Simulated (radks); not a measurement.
The numbers below are computed, except where a source is named.
Ionisation of the nickel ion Ni2+, [Ar] 3d8, to Ni3+, [Ar] 3d7, under several functionals. Non-relativistic Kohn-Sham, spin-unpolarised, spherical densities, point nucleus; a radial shooting solver on a logarithmic mesh with Libxc functionals.

functional                                        E(Ni2+) (hartree)  Exc (hartree)  IE (eV)  -e(HOMO) (eV)  <r> HOMO (bohr)  IE error (eV)
Tao-Mo meta-GGA                                         -1506.88504      -62.12464   37.381         28.257           0.9647         +2.194
LDA (Slater exchange, VWN5 correlation)                 -1504.59593      -59.79369   38.058         28.910           0.9636         +2.871
MS2 meta-GGA                                            -1507.07551      -62.33211   37.529         28.395           0.9649         +2.342
exchange-only r2SCAN                                    -1505.97535      -61.23583   36.558         27.420           0.9635         +1.371
LDA (Slater exchange, Perdew-Zunger correlation)        -1504.58022      -59.77738   38.046         28.900           0.9637         +2.859
exchange-only LDA                                       -1502.24134      -57.38721   36.366         27.304           0.9701         +1.179

NIST Atomic Spectra Database: 35.19 eV (measured). Closest: exchange-only LDA. The Delta-SCF values span 1.69 eV, the total energies 4.83 hartree. The highest occupied level is 3d. Spin polarisation and multiplet splitting are left out, so open shells lie too high by an amount that depends on their filling.

Beside tabulated values, note that spin-unpolarised runs miss the spin-polarisation part of the exchange energy of open shells.
